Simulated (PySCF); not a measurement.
## UHF on Se⁺ (selenium, charge +1)

Configuration: [Ar] 3d10 4s2 4p3, high-spin 4S determinant. Computed with PySCF 2.14 in cc-pVTZ-PP with ECP10MDF (5s4p3d1f, 39 functions), with scalar relativity through the core potential.

```
Total energy             : -371.548045 hartree
One-electron energy      : -646.9490 hartree
Hartree (Coulomb) energy : 302.9170 hartree
Exchange energy          : -27.5161 hartree
⟨S²⟩                     : 3.7509
⟨L²⟩                     : 0.000
Sum of ⟨r⟩               : 20.81 bohr
Sum of ⟨r²⟩              : 30.61 bohr²
Time after the integrals : 0.12 s of wall time on 1 thread of Intel(R) Xeon(R) Platinum 8375C CPU @ 2.90GHz (shared host)
```

| shell | electrons | mean orbital energy (eV) | rms radius, mean of both spins (bohr) |
| --- | --- | --- | --- |
| 3s α | 1 | -253.22 | 0.614 |
| 3s β | 1 | -252.55 | 0.614 |
| 3p α | 3 | -195.54 | 0.637 |
| 3p β | 3 | -194.77 | 0.637 |
| 3d α | 5 | -81.280 | 0.689 |
| 3d β | 5 | -80.799 | 0.689 |
| 4s α | 1 | -36.670 | 1.90 |
| 4s β | 1 | -28.236 | 1.90 |
| 4p α | 3 | -21.428 | 2.27 |

Energies and moments cover only the electrons outside the core potential.
